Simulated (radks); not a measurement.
The numbers below are computed, except where a source is named.
The chromium ion Cr+ inside a hard spherical wall (all orbitals vanish at R), configuration held at [Ar] 3d5 and not refilled when levels cross. Level of theory: non-relativistic Kohn-Sham, LDA (Slater exchange, Perdew-Wang correlation), spin-unpolarised, spherical densities, point nucleus (a radial shooting solver on a logarithmic mesh with Libxc functionals). Eigenvalues in eV, with the zero of energy where the potential of the charges vanishes at infinity; a dash marks a level that is unbound or too diffuse for the functional's potential to be trusted. A positive occupied level is held by the wall or, in an anion where self-interaction has pushed it up, behind a barrier. The pressure on the wall is -dE/dV.

| R (bohr) | E (hartree) | kinetic (hartree) | e(2p) | e(3s) | e(3p) | e(3d) | e(4s, empty) | e(4p, empty) | pressure (GPa) |
|---|---|---|---|---|---|---|---|---|---|
| free | -1041.76361 | 1040.397 | -565.40 | -79.137 | -52.096 | -10.218 | -10.018 | -6.046 | 0 |
| 15 | -1041.76361 | 1040.397 | -565.40 | -79.137 | -52.096 | -10.218 | -10.018 | -6.046 | < 0.0001 |
| 12 | -1041.76361 | 1040.397 | -565.40 | -79.137 | -52.096 | -10.218 | -10.018 | -6.043 | < 0.0001 |
| 8 | -1041.76340 | 1040.399 | -565.38 | -79.112 | -52.071 | -10.195 | -9.978 | -5.864 | 0.0118 |
| 7 | -1041.76265 | 1040.406 | -565.31 | -79.047 | -52.008 | -10.137 | -9.870 | -5.569 | 0.0678 |
| 6 | -1041.75943 | 1040.429 | -565.08 | -78.839 | -51.805 | -9.946 | -9.503 | -4.811 | 0.398 |
| 5 | -1041.74561 | 1040.508 | -564.36 | -78.211 | -51.194 | -9.356 | -8.299 | -2.820 | 2.47 |
| 4 | -1041.68446 | 1040.790 | -562.25 | -76.437 | -49.478 | -7.589 | -4.277 | 2.814 | 17.5 |
| 3.5 | -1041.59172 | 1041.176 | -559.92 | -74.596 | -47.696 | -5.615 | 0.744 | 9.231 | 52.5 |
| 2.5 | -1040.72093 | 1044.809 | -546.87 | -65.355 | -38.410 | 5.615 | 33.797 | 47.078 | 822 |
| 1.5 | -1028.17669 | 1089.110 | -469.98 | -6.735 | 23.944 | 74.637 | 260.91 | 274.01 | 43300 |
